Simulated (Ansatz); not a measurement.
Geometry optimisation, RKS PBE0/STO-3G in Ansatz.

input.yaml

```yaml
crystal:
  periodic: [false, false, false]
  atoms:
    - { symbol: C, position_ang: [-0.9457, -1.1205, 0.9861] }
    - { symbol: Si, position_ang: [0.3604, 0.0171, 0.3306] }
    - { symbol: C, position_ang: [1.5791, -0.9473, -0.659] }
    - { symbol: F, position_ang: [1.1915, 0.6617, 1.5989] }
    - { symbol: C, position_ang: [-0.3548, 1.4194, -0.7194] }
    - { symbol: O, position_ang: [-1.2554, 2.3643, -0.0723] }
    - { symbol: H, position_ang: [-1.6748, -0.5028, 1.5875] }
    - { symbol: H, position_ang: [-1.512, -1.5168, 0.1445] }
    - { symbol: H, position_ang: [-0.5829, -1.8621, 1.6375] }
    - { symbol: H, position_ang: [2.0524, -1.7455, -0.0147] }
    - { symbol: H, position_ang: [1.1409, -1.4087, -1.5033] }
    - { symbol: H, position_ang: [2.4447, -0.2956, -0.9733] }
    - { symbol: H, position_ang: [0.423, 2.0476, -1.1154] }
    - { symbol: H, position_ang: [-0.9107, 1.0117, -1.5436] }
    - { symbol: H, position_ang: [-1.9774, 1.8268, 0.3453] }
basis:
  gaussian: { orbitals: STO-3G }
hamiltonian:
  xc: pbe0
relax:
  f_tol: 0.02
  max_steps: 50
```

Command:

```bash
$ ansatz run input.yaml --threads 1 --pin off --max-ram 2048MiB --backend cpu --events-out ev --progress --plain --runs-dir out
```

Problem. Where does it end, and by what steps?

Solution. The run converged. Limits of this set-up: minimal basis. After 12 steps the energy has fallen by 0.380 eV; H15 moved furthest, 0.51 Å.

| step | energy less start (eV) | largest force component (eV/Å) | accepted |
| --- | --- | --- | --- |
| 0 | 0.0000 | 2.890 | yes |
| 1 | -0.3539 | 0.460 | yes |
| 2 | -0.3702 | 0.141 | yes |
| 3 | -0.3731 | 0.053 | yes |
| 4 | -0.3750 | 0.062 | yes |
| 5 | -0.3764 | 0.104 | yes |
| 6 | -0.3774 | 0.135 | yes |
| 7 | -0.3783 | 0.112 | yes |
| 8 | -0.3790 | 0.085 | yes |
| 9 | -0.3793 | 0.055 | yes |
| 10 | -0.3795 | 0.043 | yes |
| 11 | -0.3795 | 0.020 | yes |
| 12 | -0.3796 | 0.004 | yes |

```xyz
15
Properties=species:S:1:pos:R:3
C -0.961 -1.003 1.061
Si 0.429 0.057 0.389
C 1.560 -0.973 -0.691
F 1.289 0.677 1.639
C -0.305 1.473 -0.657
O -1.428 2.205 -0.068
H -1.631 -0.428 1.708
H -1.561 -1.421 0.247
H -0.576 -1.840 1.649
H 2.016 -1.791 -0.126
H 1.003 -1.415 -1.523
H 2.368 -0.371 -1.116
H 0.477 2.233 -0.830
H -0.567 1.074 -1.659
H -2.136 1.473 0.007
```

The run took 50 s on 1 thread of Intel(R) Xeon(R) Platinum 8488C (Sapphire Rapids), with other jobs on the host, peak memory 0.17 GiB.
